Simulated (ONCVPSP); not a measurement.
**What one change does to a pseudopotential (Ag (Z = 47), ONCV)**

| Item | Value |
| --- | --- |
| Element | silver |
| Generator | ONCVPSP 4.0.1 |
| Type | optimised norm-conserving Vanderbilt (ONCV) |
| Functional | LDA (Perdew-Wang 92) |
| Relativity | scalar-relativistic |
| Frozen core | [Ar] 3d10 |
| Valence charge | 19 |
| Reference configuration | 4s2 4p6 4d10 5s1 |
| Partial waves | 4s+5s: rc 1.60 bohr, ncon 3, nbas 8, qcut 9.5 1/bohr, 2 projectors; 4p: rc 1.35 bohr, ncon 4, nbas 7, qcut 11.1 1/bohr, 3 projectors, debl 2.1 Ha; 4d: rc 1.30 bohr, ncon 3, nbas 6, qcut 7.6 1/bohr, local |
| Local potential | the d channel |
| Core correction | none |

In the p channel the program set the typed energies aside and used -2.156, 0.250, 2.350 Ha.

All-electron outer shells of the reference configuration (LDA (PZ), scalar-relativistic, ld1.x):

| shell | level (eV) | outermost node (bohr) | outermost maximum (bohr) |
| --- | --- | --- | --- |
| 3d | -358.91 | – | 0.27 |
| 4s | -95.08 | 0.44 | 0.82 |
| 4p | -58.67 | 0.44 | 0.87 |
| 4d | -7.66 | 0.43 | 1.04 |
| 5s | -4.72 | 1.11 | 2.49 |

Change: p: rc 1.88.

Cutoffs: the cutoffs (Ha) at which the residual kinetic energy of the hardest occupied pseudo-wave falls to 1 and 0.1 mHa per electron; they do not see the model core or the augmentation charge, which bear on the density cutoff. Errors are all-electron minus pseudo energies relative to the spin-unpolarised reference configuration.

**Question.** How do hardness, ghosts and transferability respond?

**Answer.** The potential gets softer (38 Ha and 75 Ha → 30 Ha and 75 Ha); the errors of the 4 common tests hardly move; neither file shows a bound ghost. A larger radius leaves more room for a smooth pseudo-wave, so fewer plane waves are needed.

| quantity | base | changed |
| --- | --- | --- |
| cutoff, loose | 38 Ha | 30 Ha |
| cutoff, tight | 75 Ha | 75 Ha |
| loose cutoff by channel | s 27 Ha, p 38 Ha, d 30 Ha | s 27 Ha, p 19 Ha, d 30 Ha |
| bound ghosts | none | none |
| GHOST(+) flags under 300 eV | none | none |
| error for 4s2 4p6 4d10 5s0, meV [ΔE 8.10 eV] | -1.4 | -1.4 |
| error for 4s2 4p6 4d9 5s0, meV [ΔE 30.48 eV] | -7.2 | -7.0 |
| error for 4s2 4p6 4d8 5s0, meV [ΔE 66.92 eV] | -18 | -16 |
| error for 4s1 4p6 4d10 5s1, meV [ΔE 102.09 eV] | -221 | -217 |
| s: phases at 1.62 bohr within 0.05 rad from the reference energy up to (Ha; the scan ends near 5) | to the end of the scan | to the end of the scan |
| d: phases at 1.32 bohr within 0.05 rad from the reference energy up to (Ha; the scan ends near 5) | to the end of the scan | to the end of the scan |
